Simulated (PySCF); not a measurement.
# `F[C@@H]1C(N[SiH2]N)[C@H]1F`, C₃H₈F₂N₂Si

Cartesian coordinates in Å; atom numbers follow the order of the lines, from 1:
```xyz
16

N    -2.9816    0.4715   -0.1625
Si   -1.7104   -0.6811   -0.0497
N    -0.3272    0.3245    0.2214
C     0.9518   -0.2248    0.4387
C     2.0226   -0.2506   -0.6340
F     1.7527    0.3426   -1.8326
C     2.1589    0.6603    0.5515
F     3.1198    0.3637    1.4704
H    -3.9032    0.1337   -0.3819
H    -3.0404    1.1912    0.5404
H    -1.7016   -1.6034    1.0937
H    -1.7445   -1.4235   -1.3114
H    -0.2861    1.1711   -0.3275
H     0.9291   -1.0971    1.0797
H     2.6807   -1.0999   -0.7576
H     2.0718    1.7307    0.4091
```

Computed with TDDFT wB97X-D/def2-SVPD circular dichroism and optical rotation, one conformer, gas phase in PySCF 2.14.0. Geometry: GFN2-xTB.

The molecule is flexible and this is one conformer; a measurement averages over conformers.

**Question.** Draw the ECD and absorption spectra from the lowest 12 states, each a Gaussian of half-width 0.2 eV at 1/e height.

**Answer.** 
```csv
E (eV),λ (nm),Δε (L mol⁻¹ cm⁻¹),ε (L mol⁻¹ cm⁻¹)
5.79,214,0.00,0.605
5.94,209,-0.11,14.7
6.09,204,-0.90,115
6.24,199,-2.33,295
6.39,194,-2.57,282
6.54,190,-8.28,557
6.69,185,-30.12,2130
6.84,181,-37.40,3210
6.99,177,-10.38,2370
7.14,174,+5.79,1590
7.29,170,-2.44,858
7.44,167,-23.71,1330
7.59,163,-20.03,3290
7.74,160,+25.23,5200
7.89,157,+32.82,3790
8.04,154,+14.53,1610
8.19,151,+14.69,2530
8.34,149,+27.20,4600
```
Δε uses R in velocity form, ε uses f in length form. Only the states computed contribute, so the short-wavelength end is incomplete.
